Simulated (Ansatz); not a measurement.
Reactions of `FC1=NCC[SiH2]1`.

Calculated with Ansatz (gas phase, PBE0-D4/def2-TZVP geometries, no zero-point term in ΔE). CBS: MP2 limit from def2 TZ/QZ plus the TZ coupled-cluster correction, frozen cores. This one scheme is used for every species, atoms too. For atomizations the MP2-based limit and the directly extrapolated one differ by several kJ/mol either way, and by 10 to 25 for some Ge, Se and Sn compounds, so smaller differences from it don't rank the levels. DFT in def2-TZVPP. B3LYP here is the variant with VWN-RPA as its local correlation; programs differ in this. No spin–orbit coupling; open shells (•) take unrestricted orbitals. Spin–orbit coupling would lower the free atoms: a little for C, F, Si. Each species was taken in one conformer, which may not be the lowest.

```csv
reaction,CCSD(T)/CBS(def2) (kJ/mol)
`FC1=NCC[SiH2]1` → `C[C@@H]1C=N[Si@H]1F`,-182
`FC1=NCC[SiH2]1` → `NC1(F)C=C[SiH2]1`,?
`FC1=NCC[SiH2]1` → `C=N/C(F)=C/[SiH3]`,?
`FC1=NCC[SiH2]1` → `N=CC1(F)C[SiH2]1`,144
`FC1=NCC[SiH2]1` → `C[Si](C)(F)C#N`,?
`FC1=NCC[SiH2]1` → 3 C• + F• + 6 H• + N• + Si•,4716
`FC1=NCC[SiH2]1` → `CC[Si]1(F)C=N1`,-125
`FC1=NCC[SiH2]1` → `C#CN(C)[SiH2]F`,-79
`FC1=NCC[SiH2]1` → `F[SiH2]C1C=NC1`,-74
```

**Question.** Fill in the missing values. (Estimate.)

**Answer.** Computed: `FC1=NCC[SiH2]1` → `NC1(F)C=C[SiH2]1`: +74.6 kJ/mol; `FC1=NCC[SiH2]1` → `C=N/C(F)=C/[SiH3]`: +93.2 kJ/mol; `FC1=NCC[SiH2]1` → `C[Si](C)(F)C#N`: -325.1 kJ/mol.

Largest T1 diagnostic: 0.014, for `C=N/C(F)=C/[SiH3]`.
